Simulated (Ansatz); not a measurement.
Cost and result for the atomization energy of `FCOB[SiH2]S` (12 atoms, 11 bonds).

Cartesian coordinates in Å:
```
F 2.2169 -1.0927 -1.7404
C 2.2485 -0.5732 -0.4832
O 0.9939 -0.7367 0.0998
B 0.1165 0.2866 0.1837
Si -1.7459 -0.0372 0.8965
S -3.1104 0.4310 -0.7006
H 2.5094 0.4876 -0.5554
H 2.9747 -1.1401 0.1030
H 0.4627 1.3749 -0.2055
H -2.0248 0.7997 2.0985
H -2.0397 -1.4550 1.2269
H -2.6020 1.6550 -0.9233
```

Total charge 0; spin multiplicity 1. Geometry: relaxed with PBE0-D4/def2-TZVP. It is one conformer, not always the lowest. Program: Ansatz. All runs use 2 threads of an AMD EPYC 7R13 on a shared host and a share of an NVIDIA H100 80 GB. Times are those of one run each, without the atoms' runs, and a repeat can differ threefold. Electronic energies, without spin–orbit coupling; frozen cores. CCSD(T)/CBS adds CCSD(T) − MP2 in def2-TZVPP to the MP2 limit, and its time is that of the two runs behind it. T1 = 0.013. B3LYP takes the VWN-RPA correlation (the form of Gaussian; ORCA's B3LYP/G).

CCSD(T)/CBS is a level of theory with its own doubt, some kJ/mol a heavy atom from the limit and from the frozen cores, so smaller differences don't rank the functionals.

| level | functions | wall time | atomization (kJ/mol) | difference from CCSD(T)/CBS | per bond |
| --- | --- | --- | --- | --- | --- |
| PBE-D4/def2-TZVPP (with forces) | 292 | 2 s | 4348.9 | 87.6 | 8.0 |
| PBE0-D4/def2-TZVPP | 292 | 2.2 s | 4266.3 | 5.0 | 0.4 |
| ωB97X-V/def2-TZVPP | 292 | 2.6 s | 4291.7 | 30.4 | 2.8 |
| B2PLYP/def2-TZVPP | 292 | 2.7 s | 4213.8 | -47.5 | -4.3 |
| B3LYP-D4/def2-TZVPP (with forces) | 292 | 2.7 s | 4259.8 | -1.5 | -0.1 |
| ωB97M-V/def2-TZVPP (with forces) | 292 | 3.5 s | 4285.8 | 24.5 | 2.2 |
| r2SCAN-D4/def2-TZVPP (with forces) | 292 | 3.6 s | 4289.2 | 27.9 | 2.5 |
| MP2/def2-QZVPP | 548 | 3.8 s | 4293.1 | 31.8 | 2.9 |
| CCSD(T)/def2-TZVPP | 292 | 3.9 s | 4146.8 | -114.5 | -10.4 |
| CCSD(T)/CBS(def2) | – | 7.8 s | 4261.3 | 0.0 | 0.0 |

In def2-TZVPP, CCSD(T) changes the Hartree–Fock value by +1034.0 kJ/mol (the triples alone add +65.5 kJ/mol) and MP2 by +1112.6 kJ/mol; breaking electron pairs costs correlation energy, which Hartree–Fock lacks. From PBE to PBE0 (25 % exact exchange), in def2-TZVPP and without D4, the atomization energy moves by −78.9 kJ/mol: exact exchange takes away binding that semilocal exchange gives to molecules. The D4 term adds +39.6 kJ/mol with B3LYP and +21.0 kJ/mol with PBE0; it sums over pairs of atoms, weighted by their polarisabilities, and B3LYP, whose exchange is more repulsive, gets the larger term.
